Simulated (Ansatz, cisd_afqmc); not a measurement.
Species: B, charge 0, doublet.

Total energies in aug-cc-pVTZ, 3 correlated electrons, 1 frozen orbitals. Radicals and triplets start from unrestricted determinants; spin-orbit coupling is neglected. Correlated methods leave the cores frozen. No relativity. AFQMC/CISD: phaseless, guided by CISD from CCSD amplitudes; bars are statistical, one sigma. Outlying blocks are dropped, and bars are widened where a walk drifts. Over all cases where full CI ran beside it in this data, AFQMC minus full CI had a median of +0.1 mEh and passed +0.4 mEh in a tenth of the cases. Full CI freezes restricted core orbitals and the other rows unrestricted ones, which leaves a small offset even where coupled cluster is exact.

| method | program | energy (Eh) | error against FCI (mEh) |
|---|---|---|---|
| HF | Ansatz | -24.53217 | 66.69 |
| MP2 | Ansatz | -24.57658 | 22.29 |
| CCSD | Ansatz | -24.59709 | 1.77 |
| CCSD(T) | Ansatz | -24.59845 | 0.41 |
| CCSDT | Ansatz | -24.59889 | -0.03 |
| AFQMC/CISD | cisd_afqmc | -24.5986 ± 0.0001 | 0.2 ± 0.1 |
| FCI | Ansatz | -24.59886 | 0.00 |

Ansatz is a program for electronic structure.
